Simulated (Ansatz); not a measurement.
Breaking the Sn1–H4 bond in CH6OSn (SMILES C[O][SnH3]) (multiplicity 1 held, fragments rigid). Energies count from the point at 1.714 Å.
Geometry at that point (charge 0, multiplicity 1):
```xyz
9

Sn     0.5636    -0.1421     0.0711
O     -1.1091     0.8744    -0.2396
C     -2.3497     0.1976    -0.2304
H      0.6786    -1.3329    -1.1566
H      1.7766     1.0486    -0.0264
H      0.4454    -0.8679     1.6196
H     -2.5589    -0.2801     0.7361
H     -2.4122    -0.5727    -1.0108
H     -3.1379     0.9306    -0.4194
```

Restricted levels (R-, RO-) in cc, def2 and unpolarised 6-31G sets keep to the state of the molecule at rest. Active spaces are followed from a long bond inwards. Levels need not reach the same state.

Correlated levels freeze the cores. Filled d and f shells under p-block atoms count as core.

Run with Ansatz (Gaussian basis) for Hartree–Fock, density functionals and correlated methods. Values without a source in brackets are computed. In def2 rows elements past Kr take small-core potentials, without spin–orbit coupling.

Energies in eV.

| R (Å) | R-HF/def2-SVP | R-MP2/def2-SVP | SC-NEVPT2 on CASSCF(2,2)/def2-SVP | FIC-NEVPT4(SD) on CASSCF(2,2)/def2-SVP | FIC-MRCISD+Q on CASSCF(2,2)/def2-SVP |
|---|---|---|---|---|---|
| 1.371 | 1.38 | 1.41 | 1.45 | 1.42 | 1.42 |
| 1.543 | 0.26 | 0.28 | 0.30 | 0.29 | 0.29 |
| 1.714 | 0.00 | 0.00 | 0.00 | 0.00 | 0.00 |
| 1.886 | 0.19 | 0.16 | 0.13 | 0.14 | 0.15 |
| 2.057 | 0.60 | 0.55 | 0.46 | 0.49 | 0.50 |
| 2.314 | 1.39 | 1.27 | 1.08 | 1.14 | 1.15 |
| 2.571 | 2.21 | 2.01 | 1.68 | 1.76 | 1.78 |
| 3.000 | 3.46 | 3.07 | 2.44 | 2.54 | 2.56 |
| 3.428 | 4.48 | 3.84 | 2.86 | 2.96 | 2.99 |
| 3.943 | 5.43 | 4.40 | 3.06 | 3.17 | 3.19 |
| 4.628 | 6.32 | 4.60 | 3.13 | 3.24 | 3.27 |
| 5.485 | 7.00 | 4.24 | 3.15 | 3.25 | 3.28 |

Doubts at one or more of the structures used: a restricted determinant that unrestricted orbitals would lower (R-HF/def2-SVP, R-MP2/def2-SVP).

Ansatz is a quantum-chemistry and plane-wave program.
